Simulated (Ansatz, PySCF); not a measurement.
Dissociation curve of SBe, lowest triplet found (which spin is the ground state isn't settled by this scan).

- ROCCSDT(Q) = CCSDT(Q)/B on ROHF/cc-pVDZ, frozen core in Ansatz (a quantum-chemistry and plane-wave program)
- ROMP2 = MP2 on ROHF/cc-pVDZ, frozen core (Ansatz)
- UHF/STO-3G = PySCF with unrestricted Hartree-Fock/STO-3G
- UCCSDT = CCSDT on UHF/cc-pVDZ, frozen core (Ansatz)

Energies are in kcal/mol, each relative to the lowest point of its own curve between 1.57 and 2.37 Å, where full CI is lowest.

```
R / Å  ROCCSDT(Q)       ROMP2  UHF/STO-3G  UCCSDT
-----  ----------  ----------  ----------  ------
1.46         80.5        79.8        67.1    80.4
1.57         39.4        38.8        28.2    39.3
1.67         17.7        17.2  (withheld)    17.6
1.76          6.7         6.3  (withheld)     6.7
1.82          2.7         2.4         0.0     2.7
1.93          0.0         0.0         1.9     0.0
1.98          0.3  (withheld)         4.4     0.3
2.04          1.5         1.9         8.2     1.5
2.09          3.1         3.7        11.9     3.2
2.15          5.6         6.4        16.9     5.6
2.27         11.7        13.1        27.5    11.7
2.37         17.3        19.3        36.0    17.3
2.54         26.7        30.5  (withheld)    26.8
2.74         36.1        43.0        56.2    36.2
2.92         41.9        52.3        62.0    41.9
3.22         46.3  (withheld)        64.6    46.3
3.54         47.5        55.8        66.5    47.4
3.97         47.8        56.0  (withheld)    47.7
```

Problem. What belongs in the gaps?

Solution. 
- 1.67, UHF/STO-3G: 9.4
- 1.76, UHF/STO-3G: 1.7
- 1.98, ROMP2: 0.4
- 2.54, UHF/STO-3G: 47.6
- 3.22, ROMP2: 55.2
- 3.97, UHF/STO-3G: 67.7

The scan ran from 1.46 to 6.86 Å; beyond the distances shown full CI changes its symmetry label. The T1 diagnostic of CCSD on the restricted reference of ROCCSDT(Q), ROMP2 exceeds 0.045 at 2.54 to 2.92 Å. The unrestricted determinant behind UHF/STO-3G is spin-contaminated at 2.54 to 3.97 Å (<S²> up to 2.4, against 2.00 for a pure triplet). The unrestricted determinant behind UCCSDT is spin-contaminated at 2.74 to 3.97 Å (<S²> up to 2.3, against 2.00 for a pure triplet).
